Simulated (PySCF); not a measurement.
FeO4, SMILES [O]=[Fe]1(=[O])[O][O]1, multiplicity 1.

The structure is a stationary point at TPSSh-D3(BJ)/def2-SVP. The multiplicity is an assumed one; other spin states were not compared.

Two levels are set side by side: TDDFT-PBE/def2-SVPD (PySCF) and TDDFT-B3LYP/def2-SVPD (PySCF). Vertical, same geometry. The lowest singlet is HOMO−1→LUMO 100 % with PBE and HOMO−1→LUMO 98 % with the other functional; states are paired by order. Differences are taken from unrounded values.

| quantity | TDDFT-B3LYP |
|---|---|
| lowest singlet excitation (eV) | 1.27 |
| lowest triplet excitation (TDA) (eV) | 0.66 |

### Question
What does TDDFT-PBE give, and how far is it from TDDFT-B3LYP? (Estimate from the structure and the level; the computed values follow.)

### Answer

```csv
quantity,TDDFT-PBE,TDDFT-PBE minus TDDFT-B3LYP
lowest singlet excitation (eV),1.51,0.24
lowest triplet excitation (TDA) (eV),0.70,0.04
```

Rough cost on one machine, each run with all the roots and properties that it gave: TDDFT-B3LYP against TDDFT-PBE about 3 times.
